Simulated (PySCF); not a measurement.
Cost against size for one kind of job: TDDFT CAM-B3LYP/def2-SVPD, vertical, gas phase, core orbitals frozen in the response (PySCF); work: 8 singlets by full TDDFT, 3 Tamm–Dancoff triplets, polarisability. Hardware: one thread, Arm Neoverse N1 (aarch64) (shared host). Times come from a shared host and carry two figures at best. Peak memory is the resident size of the whole Python process, interpreter and libraries included.

| species (SMILES) | atoms | electrons | basis functions | SCF cycles | wall time | peak memory |
| --- | --- | --- | --- | --- | --- | --- |
| CB(C)OB(C)Cl | 16 | 62 | 222 | 12 | 83 s | 1.0 GiB |
| Br[SiH]1O[SiH2]O[SiH2]O1 | 12 | 106 | 222 | 11 | 98 s | 1.0 GiB |
| O[SiH2]C/C=C(/F)[SiH3] | 16 | 72 | 226 | 13 | ? | ? |
| C=C1CC(=C=O)[Si@@H]1C | 16 | 66 | 231 | 14 | ? | ? |
| C[SiH2][SiH2]N([SiH3])[SiH3] | 19 | 82 | 240 | 12 | ? | ? |

Task: Estimate the withheld figures.

Result: `O[SiH2]C/C=C(/F)[SiH3]`: 1.7 min, 1.0 GiB; `C=C1CC(=C=O)[Si@@H]1C`: 1.8 min, 1.1 GiB; `C[SiH2][SiH2]N([SiH3])[SiH3]`: 1.9 min, 1.1 GiB.
